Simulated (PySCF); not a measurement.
## Barium: a sound run and one with changed settings

Sound run: Ba²⁺ [Xe], Ba³⁺ [Kr] 4d10 5s2 5p5. Computed with PySCF 2.14 in cc-pVDZ-X2C, with the spin-free X2C one-electron Hamiltonian (Gaussian nucleus). In the sound run the correlated levels freeze [Kr] 4d10 5s2. The sound run starts from symmetry-adapted Hartree-Fock orbitals and uses a fine grid where one is needed.

Changed run: the non-relativistic Hamiltonian (point nucleus). This setting is unsound on purpose.

| species | method | sound run (hartree) | changed run (hartree) | converged |
| --- | --- | --- | --- | --- |
| Ba²⁺ | UHF | -8131.13405 | -7571.45211 | yes |
| Ba²⁺ | B3LYP | -8134.27883 | -7574.69241 | yes |
| Ba²⁺ | MN15 | -8139.64338 | -7580.19702 | yes |
| Ba²⁺ | MP2 | -8131.16697 | -7571.48804 | yes |
| Ba²⁺ | CCSD(T) | -8131.17150 | -7571.49283 | yes |
| Ba³⁺ | UHF | -8129.81747 | -7570.12389 | yes |
| Ba³⁺ | B3LYP | -8132.92137 | -7573.29428 | yes |
| Ba³⁺ | MN15 | -8138.28353 | -7578.76300 | yes |
| Ba³⁺ | MP2 | -8129.83621 | -7570.14402 | yes |
| Ba³⁺ | CCSD(T) | -8129.83936 | -7570.14742 | yes |

Ionisation energy of Ba²⁺:

```
 method  sound run (eV)  changed run (eV)
    UHF          35.826            36.143
  B3LYP          36.938            38.045
   MN15          37.003            39.022
    MP2          36.212            36.573
SCS-MP2          36.186            36.551
   CCSD          36.247            36.608
CCSD(T)          36.249            36.610
```

Most of the change in total energy is the relativistic energy itself. On top of that the contraction fixes the core shape for the Hamiltonian it was made with, so the changed run is not a good calculation with the other Hamiltonian either.

For comparison, NIST gives 35.844 eV between the lowest levels.
